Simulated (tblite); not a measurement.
Compound: C₅H₅FNOP.
Numbering: `[CH3:1][O:2][c:3]1[n:4][cH:5][cH:6][p:7][c:8]1[F:9]` (hydrogens: H10, H11, H12 on C1; H13 on C5; H14 on C6)

Computed geometry: GFN2-xTB, gas phase.

(1) What internal coordinates does the optimisation give?

## Answers

(1) 
```tsv
bond	length (pm)
C1–O2	141.4
O2–C3	133.8
C3–N4	132.0
N4–C5	132.5
C5–C6	137.4
C6–P7	174.1
P7–C8	172.9
C8–F9	135.3
C3–C8	140.3
C1–H10, C1–H11, C1–H12	109.1
C5–H13	108.4
C6–H14	108.1
```

Bonds in one row agree within 1 pm and their mean is given. A selection of angles:
```tsv
angle	degrees
O2–C1–H10	110.7
O2–C1–H11	105.6
H10–C1–H11	110.6
H10–C1–H12	108.7
C1–O2–C3	116.5
O2–C3–N4	118.9
O2–C3–C8	116.9
N4–C3–C8	124.2
C3–N4–C5	121.3
N4–C5–C6	127.0
N4–C5–H13	113.4
C6–C5–H13	119.6
C5–C6–P7	124.3
C5–C6–H14	118.7
P7–C6–H14	117.0
C6–P7–C8	97.4
P7–C8–F9	116.9
C3–C8–P7	125.8
C3–C8–F9	117.2
```

Torsions: C1–O2–C3–N4 -1° (synperiplanar).

The C–C distances run from 1.374 Å (C5–C6, aromatic) to 1.403 Å (C3–C8, aromatic), a spread of 0.029 Å. The 9 heavy atoms lie in one plane (0.003 Å rms). O2 (aryl ether oxygen) is bent (angle 116.5°). Of the pairs four or more bonds apart, N4···H10 is among the closest relative to their van der Waals radii: 2.57 Å, 94 % of the sum of Bondi's values. The 6-membered ring C3–N4–C5–C6–P7–C8 has internal angles of 97.4° to 127.0°; it is planar, 0.00 Å rms from its mean plane, widest ring torsion 0°. The C–O distances run from 1.338 Å (O2–C3, drawn single) to 1.414 Å (C1–O2, drawn single), a spread of 0.076 Å.

Point group: Cs (tolerance 0.08 Å). Its GFN2-xTB frequencies are all real (lowest 92 cm⁻¹). The numbers are those of one conformer.

On Arm Neoverse V1, one thread, shared host, this took 0.62 s of wall time. These figures are those of the optimisation.
